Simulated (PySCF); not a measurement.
Compound: C8H10Si.
Atom-mapped SMILES: `[CH3:1][C:2]#[C:3][C:4]#[C:5]/[CH:6]=[CH:7]\[CH2:8][SiH3:9]` (hydrogens: H10, H11, H12 on C1; H13 on C6; H14 on C7; H15, H16 on C8; H17, H18, H19 on Si9)

Cartesian coordinates in Å at the PBE0-D3(BJ)/def2-SVP level; atoms count from 1:
```xyz
19
C8H10Si angstrom
C      4.346   -0.753   -1.994
C      3.267   -0.435   -1.082
C      2.360   -0.167   -0.311
C      1.340    0.132    0.548
C      0.424    0.396    1.317
C     -0.632    0.694    2.209
C     -1.892    0.979    1.812
C     -2.368    0.987    0.406
Si    -3.115   -0.694   -0.071
H      3.957   -1.046   -2.983
H      5.014    0.111   -2.137
H      4.955   -1.589   -1.612
H     -0.397    0.689    3.279
H     -2.633    1.181    2.594
H     -3.143    1.754    0.249
H     -1.539    1.186   -0.294
H     -4.273   -1.005    0.822
H     -2.086   -1.765    0.074
H     -3.599   -0.655   -1.486
```

All values: wB97X-D/def2-SVPD (PySCF, non-relativistic), on one gas-phase PBE0-D3(BJ)/def2-SVP geometry that isn't relaxed in the solvent. The solvent is an IEF-PCM continuum (Bondi radii, 1.10 Å for H, scaled by 1.2), and excitations are vertical TDDFT with non-equilibrium linear response and a frozen core. The model holds no explicit solvent molecules, cavitation or dispersion.

Gas-phase singlets (H = HOMO, L = LUMO):

```tsv
state	E (eV)	λ (nm)	f	leading configuration
S1	4.200	295	0.012	H-1→L 76%
S2	4.324	287	0.226	H→L 67%
S3	4.446	279	0.002	H→L+1 82%
S4	5.804	214	0.843	H-1→L+1 36%
S5	6.309	197	0.007	H→L+2 73%
```

Question: What are the lowest 5 singlets in acetone (ε = 20.49)?

Answer: 
```tsv
state	E (eV)	λ (nm)	f	leading configuration	change by rank (eV)
S1	4.254	291	0.105	H-1→L 48%	+0.054
S2	4.316	287	0.235	H→L 50%	-0.008
S3	4.454	278	0.001	H→L+1 74%	+0.008
S4	5.691	218	0.923	H-1→L+1 43%	-0.113
S5	6.253	198	0.005	H→L+2 82%	-0.056
```

Question: How do the frontier levels move from gas to acetone?

Answer: 
| orbital | gas (eV) | solvent (eV) | change (eV) | Löwdin shares, gas | Löwdin shares, solvent |
| --- | --- | --- | --- | --- | --- |
| LUMO+2 | 2.08 | 2.02 | -0.06 | Si9 26 %, C3 8 %, C2 8 %, C1 7 % | Si9 22 %, C3 14 %, C4 12 %, C2 10 % |
| LUMO+1 | 1.32 | 1.18 | -0.14 | C2 20 %, C5 19 %, C4 18 %, C3 17 % | C2 20 %, C5 20 %, C4 18 %, C3 17 % |
| LUMO | 0.30 | 0.20 | -0.10 | C7 22 %, C6 14 %, C4 14 %, C5 13 % | C7 21 %, C4 14 %, C5 14 %, C6 13 % |
| HOMO | -7.93 | -8.06 | -0.13 | C4 16 %, C7 15 %, C5 15 %, C2 14 % | C7 16 %, C4 16 %, C5 14 %, C6 14 % |
| HOMO-1 | -8.64 | -8.84 | -0.20 | C2 24 %, C5 23 %, C3 20 %, C4 19 % | C2 23 %, C5 22 %, C3 20 %, C4 18 % |
| HOMO-2 | -10.03 | -10.14 | -0.11 | C6 18 %, C3 17 %, C2 15 %, C8 10 % | C3 17 %, C6 16 %, C2 14 %, C8 10 % |
| HOMO-3 | -11.35 | -11.34 | +0.01 | Si9 34 %, H18 23 %, H17 18 %, C8 8 % | Si9 35 %, H17 29 %, H18 11 %, C8 10 % |

The HOMO–LUMO gap goes from 8.23 to 8.27 eV.

Hardware: an Intel Xeon at 2.50 GHz with one thread (shared host). Cost: 2.2 min, 1.4 GiB resident at most. This is the whole response run at wB97X-D/def2-SVPD in acetone, SCF included.
